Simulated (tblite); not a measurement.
C6HN2O (doublet state).
InChI=1S/C6HN2O/c1-2-3-4-6-7-5-8-9-6/h5H

The geometry is computed with GFN2-xTB (gas phase). This method treats the open shell by occupation alone, without spin polarisation.

Masses are those of the commonest isotopes; rigid-rotor values at the optimised geometry. 

(1) Give the principal moments of inertia and the rotational constants in GHz.

(2) What kind of rotor is it?

(3) Is it planar, by Δ = Ic − Ia − Ib?

(4) Give the other two planar moments, Paa and Pbb, and the rms extents of the mass along the axes.

(5) Give the coordinates in the principal-axis frame, origin at the centre of mass.

Results:

(1) Ia = 49.63, Ib = 685.93, Ic = 734.38 u·Å²; 505379 MHz·u·Å²/I gives 10183, 736.8 and 688.2 MHz, that is A = 10.183, B = 0.7368, C = 0.6882 GHz.

(2) A near-prolate asymmetric top; Ray's κ = -0.990.

(3) Not planar: Δ = Ic − Ia − Ib = -1.18 u·Å². For a rigid frame Δ = −2 Σ m c², so Σ m c² = 0.59 u·Å² lies off the ab plane: 0.00 from hydrogen and 0.59 from heavier atoms. The atom farthest from that plane is 0.16 Å away.

(4) Paa = Σ m a² = (Ib + Ic − Ia)/2 = 685.34 and Pbb = Σ m b² = (Ia + Ic − Ib)/2 = 49.04 u·Å². With the mass M = 117.01 u, the rms extents √(P/M) along a, b and c are 2.42, 0.65, 0.07 Å.

(5) The sense of each axis is arbitrary; atoms in the order of the calculation.
```csv
atom,mass (u),a (Å),b (Å),c (Å)
C1,12.000,4.452,0.078,0.159
C2,12.000,3.278,-0.037,-0.140
C3,12.000,1.929,-0.044,-0.059
C4,12.000,0.713,-0.057,-0.008
C5,12.000,-0.679,-0.087,-0.004
N6,14.003,-1.450,-1.148,0.011
C7,12.000,-2.689,-0.617,0.021
N8,14.003,-2.696,0.687,0.017
O9,15.995,-1.400,1.052,-0.003
H10,1.008,-3.581,-1.206,0.037
```

For this open shell read J as N, the rotation without spin; fine and hyperfine splittings come on top. Its GFN2-xTB frequencies are all real (lowest 64 cm⁻¹). These are rigid-rotor constants of the computed structure; measured ground-state constants (B0) also hold zero-point vibration.

On an Arm Neoverse V1 with one thread, no GPU, on a shared host, this took 0.36 s of wall time. This is the geometry optimisation.
